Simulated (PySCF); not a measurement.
chlorobenzene (C₆H₅Cl), SMILES c1cccc(c1)Cl. Heavy atoms are numbered as in [Cl:1][c:2]1[cH:3][cH:4][cH:5][cH:6][cH:7]1. Hydrogens are named by the atom that carries them.

Geometry optimised at PBE-D3(BJ)/def2-SVP.

Calculation: B3LYP/pcSseg-1 run with PySCF.

GIAO shieldings, no solvent; atoms alike by connectivity are averaged. δ = σ(ref) − σ: ³⁵Cl against HCl (σ = 933.3 ppm); ¹³C against TMS (σ = 181.3 ppm); ¹H against TMS (σ = 31.68 ppm), references at their B3LYP-D3(BJ)/def2-TZVP geometries, non-relativistic (without spin–orbit terms, shifts of atoms bonded to Cl or Br come out too high).

| nucleus | atoms | count | δ (ppm) |
|---|---|---|---|
| ³⁵Cl | Cl1 | 1 | 255.4 |
| ¹³C | C2 | 1 | 153.7 |
| ¹³C | C3 (CH) | 2 | 140.0 |
| ¹³C | C4 (CH) | 2 | 139.9 |
| ¹³C | C5 (CH) | 1 | 136.4 |
| ¹H | H on C3 | 2 | 7.80 |
| ¹H | H on C4 | 2 | 7.75 |
| ¹H | H on C5 | 1 | 7.66 |
